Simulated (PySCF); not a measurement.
**Sb³⁺ (antimony, charge +3) across methods**

[Kr] 4d10 5s2, closed-shell 1S. Calculation: PySCF 2.14, in aug-cc-pV5Z-PP with ECP28MDF (8s8p6d4f3g2h, 139 functions); a scalar-relativistic core potential.

```csv
method,E (hartree),mean ε 4p (eV),mean ε 4d (eV),mean ε 5s (eV),Σ⟨r²⟩ (bohr²),⟨S²⟩
UHF,-237.48730,-154.32,-73.373,-41.869,28.05,0.000
r2SCAN,-238.4475,-135.34,-63.336,-39.177,27.74,0.000
PBE0,-238.3748,-138.13,-65.497,-39.959,27.80,0.000
HSE06,-238.3723,-137.69,-65.060,-39.632,27.80,0.000
LDA,-237.9758,-132.18,-62.549,-39.491,27.81,0.000
PBE,-238.3661,-132.31,-62.448,-38.996,27.79,0.000
M06,-238.4562,-137.37,-65.648,-40.523,27.76,0.000
```

Estimate the same row for BP86.

E (hartree) = -238.4801; mean ε 4p (eV) = -132.45; mean ε 4d (eV) = -62.569; mean ε 5s (eV) = -39.220; Σ⟨r²⟩ (bohr²) = 27.73; ⟨S²⟩ = 0.000.

Energies and moments cover only the electrons outside the core potential.
